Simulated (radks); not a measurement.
The numbers below are computed, except where a source is named.
Task: Lu2+, configuration [Xe] 4f14 6s(up 0.75, down 0.25) (fractional occupations, a model configuration). Code: a radial shooting solver on a logarithmic mesh with Libxc functionals. Model: scalar-relativistic Kohn-Sham, PBE, spin-polarised, spherical densities, point nucleus. Some entries of the table are withheld. Estimate them.

| orbital | occ. | eigenvalue (eV) | <1/r> (bohr^-1) |
|---|---|---|---|
| 1s up | 1 | -63263.86 | 82.24 |
| 1s down | 1 | -63263.85 | 82.24 |
| 2s up | 1 | -10783.28 | 19.19 |
| 2s down | 1 | -10783.27 | 19.19 |
| 2p up | 3 | -9487.613 | 17.56 |
| 2p down | 3 | -9487.609 | 17.56 |
| 3s up | 1 | -2457.022 | 7.093 |
| 3s down | 1 | -2457.020 | 7.093 |
| 3p up | 3 | -2068.280 | 6.589 |
| 3p down | 3 | -2068.278 | 6.589 |
| 3d up | 5 | -1601.946 | 6.237 |
| 3d down | 5 | -1601.944 | 6.237 |
| 4s up | 1 | -502.9361 | 3.000 |
| 4s down | 1 | -502.9332 | 3.000 |
| 4p up | 3 | -375.4219 | 2.734 |
| 4p down | 3 | -375.4178 | 2.734 |
| 4d up | 5 | -209.1807 | 2.419 |
| 4d down | 5 | -209.1736 | 2.420 |
| 5s up | 1 | -78.4140 | 1.136 |
| 5s down | 1 | -78.3622 | 1.137 |
| 5p up | 3 | (1) | 0.9450 |
| 5p down | 3 | (2) | 0.9466 |
| 4f up | 7 | (3) | 1.830 |
| 4f down | 7 | (4) | 1.832 |
| 6s up | 0.75 | -17.8052 | 0.4135 |
| 6s down | 0.25 | -17.3734 | 0.4139 |

Result: 
(1) 5p up eigenvalue (eV): -48.8104
(2) 5p down eigenvalue (eV): -48.7143
(3) 4f up eigenvalue (eV): -26.8956
(4) 4f down eigenvalue (eV): -26.8729
